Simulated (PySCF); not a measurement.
Sr (strontium, neutral) across methods

[Kr] 5s2, closed-shell 1S. All numbers are calculated (PySCF 2.14, a scalar-relativistic core potential, in def2-QZVPPD with the def2 core potential (28 electrons)). The B2PLYP total includes its PT2 part (frozen core); its orbital energies are those of the SCF part.

```tsv
method	E (hartree)	mean ε 4s (eV)	mean ε 4p (eV)	mean ε 5s (eV)	Σ⟨r²⟩ (bohr²)	⟨S²⟩
UHF	-30.34716	-53.346	-29.957	-4.929	69.05	0.000
PW91	-30.7039	-41.418	-23.072	-3.557	64.26	0.000
B2PLYP	-30.5674	-47.828	-26.784	-4.347	65.93	0.000
CAM-B3LYP	-30.6578	-46.100	-26.379	-4.824	64.47	0.000
PBE0	-30.6778	-44.599	-24.990	-4.046	64.80	0.000
LDA	-30.5798	-41.146	-22.894	-3.637	63.50	0.000
TPSSh	-30.6762	-43.223	-24.074	-3.731	65.27	0.000
r2SCAN	-30.6889	-42.900	-23.851	-3.582	65.40	0.000
```

(1) Estimate the same row for PBE.

Energies and moments cover only the electrons outside the core potential.

## Answers

(1) E (hartree) = -30.6843; mean ε 4s (eV) = -41.368; mean ε 4p (eV) = -23.029; mean ε 5s (eV) = -3.524; Σ⟨r²⟩ (bohr²) = 64.32; ⟨S²⟩ = 0.000.
